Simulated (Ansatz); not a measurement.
F$_{2}$H$_{2}$S$_{2}$Ti (`[F][Ti]([F])([SH])[SH]`), charge 0, multiplicity 1.

(1) Give a relaxed structure at PBE0-D4/def2-TZVP (Ansatz). (An estimate is asked.)

## Answers

(1) Ansatz gave: 
Z-matrix (Å, degrees):
```
Ti
F 1 1.742
S 1 2.276 2 104.3
F 1 1.742 2 116.2 3 -123.1
S 1 2.276 2 111.5 3 117.6
H 3 1.348 1 91.2 2 -178.7
H 5 1.348 1 91.2 2 -52.5
```
Point group C2.
